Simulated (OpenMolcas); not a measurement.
**V2+: effect of the metal basis**

V2+ with its 6 nearest fluoride ions at 2.176 Å, on the Na site of NaF (a = 4.634 Å, distance in the model lattice 2.317 Å). The rest of the host is ab initio model potentials to 7.6 Å and point charges beyond; the distance is set by hand and nothing relaxes, and no local charge compensation is placed.

* Program: OpenMolcas 26.06
* Method: SS-CASPT2, IPEA 0.25 Eh, imaginary shift 0.1 Eh (closed shells correlated: 3s 3p and the ligand valence shells)
* Spin-orbit coupling: RASSI with atomic mean-field integrals over the reference wave functions

Fixed: ligand basis ANO-RCC-VDZP, active space 3 electrons in 5 orbitals (3d), DKH2 Hamiltonian.

States (labels of O, the rotations of Oh). Energies in cm-1 above the lowest state or level, χT in cm3 K/mol.

| Run | Metal basis | Ground state | First state of that spin | First gap with spin-orbit (degeneracies) | χT at 300 K | First state of another spin | Cost |
| --- | --- | --- | --- | --- | --- | --- | --- |
| A | ANO-RCC-VDZP | 4A2 | 4T2 10810 | 10740 (4, 2) | 1.853 | 2E 13660 | roughly 2.8 core-minutes |
| B | ANO-RCC-VTZP | 4A2 | 4T2 10150 | 10080 (4, 2) | 1.853 | 2E 12880 | roughly 5 core-minutes |

Against A, the first state of the same spin changes by -6.1 % in B.

Costs are those of the CASPT2 steps.

Roots that are degenerate in the reference are averaged as groups; the widest CASPT2 spread within a group is 390 cm-1 (the 3-fold group of multiplicity 2 near 34400 cm-1 above the lowest state of its run, B). Shifts and gaps below about the spread of the groups concerned are not significant. Over all roots computed the reference weight is 0.74 to 0.75 in A, 0.73 to 0.74 in B; a low but even weight reflects the number of correlated electrons. Ligand-to-metal charge-transfer states are missing. These CASPT2 states fit no ligand-field parameters well, so their order and spin gaps are uncertain. With no ligand orbital active B as a rule stays too high, so bands that hang on it stand too high and its fall with covalency is understated. With one d shell and no ligand orbital active, 10Dq can be off by tens of per cent for divalent 3d ions, low with halides held by bare charges and at times high in hosts. Free-ion shares, where given, are those of the reference states; single-state CASPT2 does not remix them. No measured value stands beside these numbers; the geometry was set by hand and not optimised.
